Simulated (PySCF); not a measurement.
First SCF of a structure search on doublet MnO(OH)2, at a hand-made T-shaped (ligand arrangement 2) (heavy-atom frame) geometry. PySCF input:

```python
from pyscf import gto, scf, dft
mol = gto.M(atom='''
Mn     0.000000     0.000000     0.000000
O      1.619000     0.000000     0.056500
O      0.000000     0.000000     1.820000
O     -1.818900     0.000000     0.063500
H     -0.735400     0.000000     2.437100
H     -2.435600     0.735400     0.085100''',
    basis={'Mn': 'def2-SVP', 'O': 'def2-SVP', 'H': 'def2-SVP'},
    charge=0, spin=1)
mf = dft.UKS(mol, xc='PBE')
mf.grids.atom_grid = (50, 194)
aux = {'Mn': 'def2-universal-JKFIT', 'O': 'def2-universal-JKFIT', 'H': 'def2-universal-JKFIT'}
mf = mf.density_fit(auxbasis=aux)
mf.conv_tol = 1e-08
mf.diis_space = 10
mf.max_cycle = 60
mf.init_guess = 'minao'
mf.verbose = 4
mf.kernel()
```

Excerpt of the output (cycles alone); where DIIS stalls, ADIIS, DIIS with a small level shift and a second-order solver take over in turn:

```
init E= -1376.09585887632
cycle= 1 E= -1367.94780765211  delta_E= 8.15  |g|= 3.09  |ddm|= 4.59
cycle= 2 E= -1326.07400305134  delta_E= 41.9  |g|= 7.35  |ddm|= 8.45
cycle= 3 E= -1360.44274589154  delta_E= -34.4  |g|= 4.58  |ddm|= 5.84
cycle= 4 E= -1363.14202022008  delta_E= -2.7  |g|= 4.81  |ddm|= 2.87
cycle= 5 E= -1372.21195491033  delta_E= -9.07  |g|= 3.76  |ddm|= 2.62
cycle= 6 E= -1367.98966599658  delta_E= 4.22  |g|= 4.43  |ddm|= 1.55
cycle= 7 E= -1367.97462351552  delta_E= 0.015  |g|= 4.47  |ddm|= 0.346
cycle= 8 E= -1368.55995553505  delta_E= -0.585  |g|= 4.39  |ddm|= 0.663
cycle= 9 E= -1368.49414056135  delta_E= 0.0658  |g|= 4.44  |ddm|= 0.671
cycle= 10 E= -1368.74816170444  delta_E= -0.254  |g|= 4.37  |ddm|= 0.445
cycle= 11 E= -1368.70103030996  delta_E= 0.0471  |g|= 4.39  |ddm|= 0.0988
cycle= 12 E= -1319.09468145742  delta_E= 49.6  |g|= 7.88  |ddm|= 11.4
cycle= 13 E= -1369.53767645014  delta_E= -50.4  |g|= 2.85  |ddm|= 10.1
... 38 lines left out ...
cycle= 52 E= -1365.31494104602  delta_E= -2.1  |g|= 4.56  |ddm|= 2.46
cycle= 53 E= -1365.05744128184  delta_E= 0.257  |g|= 4.56  |ddm|= 0.398
cycle= 54 E= -1365.06024755664  delta_E= -0.00281  |g|= 4.56  |ddm|= 0.00576
cycle= 55 E= -1365.38902490884  delta_E= -0.329  |g|= 4.57  |ddm|= 0.147
cycle= 56 E= -1365.08770730971  delta_E= 0.301  |g|= 4.57  |ddm|= 0.152
cycle= 57 E= -1365.29790872711  delta_E= -0.21  |g|= 4.58  |ddm|= 0.112
cycle= 58 E= -1366.64344170572  delta_E= -1.35  |g|= 4.61  |ddm|= 0.567
cycle= 59 E= -1365.65617189934  delta_E= 0.987  |g|= 4.63  |ddm|= 0.498
cycle= 60 E= -1359.39696730651  delta_E= 6.26  |g|= 4.73  |ddm|= 2.25
SCF not converged.
init E= -1376.09585887632
cycle= 1 E= -1367.94780765211  delta_E= 8.15  |g|= 3.09  |ddm|= 4.59
cycle= 2 E= -1326.07400305134  delta_E= 41.9  |g|= 7.35  |ddm|= 8.45
cycle= 3 E= -1361.83105562192  delta_E= -35.8  |g|= 4.56  |ddm|= 6.15
cycle= 4 E= -1354.8573672081  delta_E= 6.97  |g|= 5.56  |ddm|= 4.16
cycle= 5 E= -1375.63205440627  delta_E= -20.8  |g|= 1.83  |ddm|= 3.76
cycle= 6 E= -1374.82084850829  delta_E= 0.811  |g|= 2.43  |ddm|= 2.38
cycle= 7 E= -1375.72169303603  delta_E= -0.901  |g|= 1.67  |ddm|= 2.01
cycle= 8 E= -1376.84267368784  delta_E= -1.12  |g|= 0.785  |ddm|= 1.57
cycle= 9 E= -1376.43480763473  delta_E= 0.408  |g|= 1.17  |ddm|=  1.3
cycle= 10 E= -1376.56378968112  delta_E= -0.129  |g|= 0.947  |ddm|= 1.43
cycle= 11 E= -1376.86280280726  delta_E= -0.299  |g|= 0.71  |ddm|= 1.29
cycle= 12 E= -1376.84796017111  delta_E= 0.0148  |g|= 0.734  |ddm|= 0.783
cycle= 13 E= -1377.04352603543  delta_E= -0.196  |g|= 0.153  |ddm|= 0.581
cycle= 14 E= -1376.94086340988  delta_E= 0.103  |g|= 0.507  |ddm|= 0.861
cycle= 15 E= -1377.01488562359  delta_E= -0.074  |g|= 0.338  |ddm|= 0.538
cycle= 16 E= -1376.99908121341  delta_E= 0.0158  |g|= 0.369  |ddm|= 0.392
cycle= 17 E= -1377.05286502058  delta_E= -0.0538  |g|= 0.0795  |ddm|= 0.281
cycle= 18 E= -1377.03226096938  delta_E= 0.0206  |g|= 0.232  |ddm|= 0.281
cycle= 19 E= -1377.04689655705  delta_E= -0.0146  |g|= 0.154  |ddm|= 0.162
cycle= 20 E= -1377.04889632851  delta_E= -0.002  |g|= 0.125  |ddm|= 0.15
SCF not converged.
init E= -1377.04889632851
cycle= 1 E= -1376.97028964171  delta_E= 0.0786  |g|= 0.484  |ddm|= 0.335
cycle= 2 E= -1371.98348128995  delta_E= 4.99  |g|= 3.85  |ddm|= 1.86
cycle= 3 E= -1376.0710617718  delta_E= -4.09  |g|= 1.75  |ddm|= 0.934
cycle= 4 E= -1376.72095178158  delta_E= -0.65  |g|= 1.01  |ddm|= 0.363
cycle= 5 E= -1376.95260646682  delta_E= -0.232  |g|= 0.512  |ddm|= 0.262
cycle= 6 E= -1377.03908969777  delta_E= -0.0865  |g|= 0.201  |ddm|= 0.223
cycle= 7 E= -1377.05451797253  delta_E= -0.0154  |g|= 0.0395  |ddm|= 0.122
cycle= 8 E= -1377.0550892972  delta_E= -0.000571  |g|= 0.0365  |ddm|= 0.0638
cycle= 9 E= -1377.05507370457  delta_E= 1.56e-05  |g|= 0.0416  |ddm|= 0.0336
cycle= 10 E= -1377.05541139886  delta_E= -0.000338  |g|= 0.0299  |ddm|= 0.0222
cycle= 11 E= -1377.05569172578  delta_E= -0.00028  |g|= 0.0134  |ddm|= 0.0171
cycle= 12 E= -1377.05577155418  delta_E= -7.98e-05  |g|= 0.00283  |ddm|= 0.0122
cycle= 13 E= -1377.05578374484  delta_E= -1.22e-05  |g|= 0.000881  |ddm|= 0.00802
cycle= 14 E= -1377.05578947907  delta_E= -5.73e-06  |g|= 0.000622  |ddm|= 0.00626
cycle= 15 E= -1377.05579263638  delta_E= -3.16e-06  |g|= 0.00111  |ddm|= 0.00511
cycle= 16 E= -1377.05579499675  delta_E= -2.36e-06  |g|= 0.000777  |ddm|= 0.00396
cycle= 17 E= -1377.05579660146  delta_E= -1.6e-06  |g|= 0.000874  |ddm|= 0.00371
cycle= 18 E= -1377.05579789625  delta_E= -1.29e-06  |g|= 0.000713  |ddm|= 0.00314
cycle= 19 E= -1377.05579915527  delta_E= -1.26e-06  |g|= 0.000483  |ddm|= 0.00341
cycle= 20 E= -1377.05580005243  delta_E= -8.97e-07  |g|= 0.000313  |ddm|= 0.00271
cycle= 21 E= -1377.05580093179  delta_E= -8.79e-07  |g|= 0.000317  |ddm|= 0.003
cycle= 22 E= -1377.05580158324  delta_E= -6.51e-07  |g|= 0.000235  |ddm|= 0.00229
cycle= 23 E= -1377.05580251487  delta_E= -9.32e-07  |g|= 0.000365  |ddm|= 0.00365
cycle= 24 E= -1377.05580336614  delta_E= -8.51e-07  |g|= 0.000401  |ddm|= 0.00348
cycle= 25 E= -1377.05580420345  delta_E= -8.37e-07  |g|= 0.000427  |ddm|= 0.00362
cycle= 26 E= -1377.05580501847  delta_E= -8.15e-07  |g|= 0.000442  |ddm|= 0.00373
cycle= 27 E= -1377.0558057038  delta_E= -6.85e-07  |g|= 0.000351  |ddm|= 0.00315
cycle= 28 E= -1377.05580626325  delta_E= -5.59e-07  |g|= 0.000272  |ddm|= 0.00268
cycle= 29 E= -1377.05580693266  delta_E= -6.69e-07  |g|= 0.000654  |ddm|= 0.00442
cycle= 30 E= -1377.05580751448  delta_E= -5.82e-07  |g|= 0.000356  |ddm|= 0.00271
SCF not converged.
macro= 0  E= -1377.05580879462  delta_E= -1.28014e-06  |g|= 0.000356377  1 KF 5 JK
macro= 1  E= -1377.05581196489  delta_E= -3.17027e-06  |g|= 0.000187722  2 KF 13 JK
macro= 2  E= -1377.05581196492  delta_E= -3.22871e-11  |g|= 2.79598e-05  1 KF 2 JK
macro X = 3  E=-1377.05581196492  |g|= 2.79598e-05  total 5 KF 24 JK
converged SCF energy = -1377.05581196492  <S^2> = 1.3879787  2S+1 = 2.5596709
```

This is not the lowest solution: another start and a stability analysis within the same unrestricted form found one 3.9 kJ/mol lower, at -1377.05728 Eh.

With open d or f shells other occupations or spin states may lie lower.

The search for the lowest solution, 2 starts and the stability check together, took 34 s on 2 threads of a shared AMD EPYC 9R45 96-Core (Zen 5) host, with 83 basis functions; the process peaked at 0.54 GiB.
